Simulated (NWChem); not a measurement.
System: BSiH₄OCl; SMILES [SiH3]B(Cl)O

NWChem input:

```
start job
memory heap 200 mb stack 900 mb global 1100 mb
geometry units angstroms noautosym nocenter noautoz
  B      0.438769    -0.099822     0.005475
  Cl    -0.603476    -1.544302     0.070523
  O      1.770192    -0.257037    -0.038834
  H      2.047664    -1.183576    -0.030504
  Si    -0.417352     1.737611     0.000553
  H      0.598339     2.832908    -0.056904
  H     -1.243196     1.910818     1.236747
  H     -1.329764     1.864305    -1.179121
end
basis spherical
  B library pcsseg-1
  Cl library pcsseg-1
  O library pcsseg-1
  H library pcsseg-1
  Si library pcsseg-1
end
dft
  xc xpbe96 cpbe96
  iterations 150
end
property
  shielding 7 1 2 3 4 5 6 7
end
task dft property
```

NWChem printed, in part:

```
             Northwest Computational Chemistry Package (NWChem) 7.3.0
             --------------------------------------------------------

                             Geometry "geometry" -> ""
                             -------------------------

 Output coordinates in angstroms (scale by  1.889725989 to convert to a.u.)

  No.       Tag          Charge          X              Y              Z
 ---- ---------------- ---------- -------------- -------------- --------------
    1 B                    5.0000     0.43876900    -0.09982200     0.00547500
    2 Cl                  17.0000    -0.60347600    -1.54430200     0.07052300
    3 O                    8.0000     1.77019200    -0.25703700    -0.03883400
    4 H                    1.0000     2.04766400    -1.18357600    -0.03050400
    5 Si                  14.0000    -0.41735200     1.73761100     0.00055300
    6 H                    1.0000     0.59833900     2.83290800    -0.05690400
    7 H                    1.0000    -1.24319600     1.91081800     1.23674700
    8 H                    1.0000    -1.32976400     1.86430500    -1.17912100

 Effective nuclear repulsion energy (a.u.)     184.1468956007

  pbe96 is a nonlocal functional; adding pw91lda local functional.
                              NWChem Property Module
                              ----------------------

  itol2e modified to match energy
  convergence criterion.

                                 NWChem DFT Module
                                 -----------------

 Summary of "ao basis" -> "ao basis" (spherical)
 ------------------------------------------------------------------------------
       Tag                 Description            Shells   Functions and Types
 ---------------- ------------------------------  ------  ---------------------
 B                          pcsseg-1                 7       17   3s3p1d
 Cl                         pcsseg-1                10       24   4s5p1d
 O                          pcsseg-1                 7       17   3s3p1d
 H                          pcsseg-1                 3        5   2s1p
 Si                         pcsseg-1                10       24   4s5p1d

  itol2e modified to match energy
  convergence criterion.

[...]

          -----------------------------------------
          Chemical Shielding Tensors (GIAO, in ppm)
          -----------------------------------------

                                NWChem CPHF Module
                                ------------------

  scftype          =     RHF
  nclosed          =       24
  nopen            =        0
  variables        =     1872
  # of vectors     =        3
  tolerance        = 0.10D-03
  level shift      = 0.00D+00
  max iterations   =       50
  max subspace     =       30

 SCF residual:    4.5011199107655588E-005

Iterative solution of linear equations
  No. of variables     1872
  No. of equations        3
  Maximum subspace       30
        Iterations       50
       Convergence  1.0D-04

   iter   nsub   residual    time
   ----  ------  --------  ---------
     1      3    3.72D-05      39.9

      Atom:    1  B
        Diamagnetic
    205.5258      6.1020     -0.8250
      6.1020    207.0182     -0.6307
     -0.8250     -0.6307    185.6945

        Paramagnetic
   -185.5428    -17.3204      3.3932
    -17.3204   -166.4758      1.9124
      3.3932      1.9124    -99.6769

        Total Shielding Tensor
     19.9830    -11.2184      2.5683
    -11.2184     40.5424      1.2817
      2.5683      1.2817     86.0175

           isotropic =      48.8476
          anisotropy =      55.9290

          Principal Components and Axis System
                 1           2           3
               86.1336     45.4782     14.9311

      1         0.0355     -0.4030      0.9145
      2         0.0194      0.9152      0.4026
      3         0.9992     -0.0034     -0.0403

      Atom:    2  Cl
        Diamagnetic
   1149.1882      3.4668     -0.2043
      3.4668   1151.4666     -0.2421
     -0.2043     -0.2421   1145.3388

        Paramagnetic
   -738.0408    169.3067      8.9882
    169.3067   -335.3622     -7.1506
      8.9882     -7.1506   -393.7339

        Total Shielding Tensor
    411.1473    172.7735      8.7839
    172.7735    816.1044     -7.3926
      8.7839     -7.3926    751.6049

           isotropic =     659.6189
          anisotropy =     330.4484

          Principal Components and Axis System
                 1           2           3
              879.9178    751.7746    347.1642

      1         0.3452      0.0356      0.9379
      2         0.9380      0.0193     -0.3460
      3        -0.0304      0.9992     -0.0267

      Atom:    3  O
        Diamagnetic
    402.8027     -9.7399     -0.8735
     -9.7399    390.2936      0.0047
     -0.8735      0.0047    372.9316

        Paramagnetic
   -280.3738     21.9870      4.5245
     21.9870   -437.1388      4.9723
      4.5245      4.9723   -141.3854

        Total Shielding Tensor
    122.4289     12.2471      3.6510
     12.2471    -46.8452      4.9770
      3.6510      4.9770    231.5462

           isotropic =     102.3766
          anisotropy =     194.0942

          Principal Components and Axis System
                 1           2           3
              231.7727    123.1630    -47.8059

      1         0.0355      0.9968     -0.0714
      2         0.0194      0.0707      0.9973
      3         0.9992     -0.0368     -0.0168

      Atom:    4  H
        Diamagnetic
     31.2650     -7.8736     -0.2868
     -7.8736     38.9458     -0.1144
     -0.2868     -0.1144     18.8540

        Paramagnetic
     -4.3646      3.5987      0.1803
      3.5987    -12.6443      0.1721
      0.1803      0.1721      2.6878

[...]
```

Level: PBE/pcSseg-1, GIAO. Coordinates come from a PBE0/def2-SVP optimisation. The printed shielding anisotropy is the first printed principal value minus the mean of the other two.
